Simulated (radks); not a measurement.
Results of a calculation; reference values are marked as such.
Task: All-electron atom: Ge2+ in [Ar] 3d9 4s1 4p2 (not the ground configuration). Code: a radial shooting solver on a logarithmic mesh with Libxc functionals. Model: Dirac Kohn-Sham, LDA (Slater exchange, Perdew-Wang correlation), spin-unpolarised, spherical densities, point nucleus; open shells are shared between the two j in proportion to 2j + 1.

Spin-orbit splittings of the eigenvalues, e(l+1/2) - e(l-1/2), with zeta = 2 splitting/(2l+1) and mean radii in bohr:

shell  occ.  splitting (eV)  zeta (eV)  <r> j=l-1/2  <r> j=l+1/2
2p        6           31.80      21.20       0.1814       0.1850
3p        6           4.388      2.925       0.6331       0.6434
3d        9               ?          ?       0.6958       0.7001
4p        2          0.3892     0.2594        2.134        2.162

Estimate the 3d splitting.

Result: 0.6302 eV (zeta = 0.2521 eV).
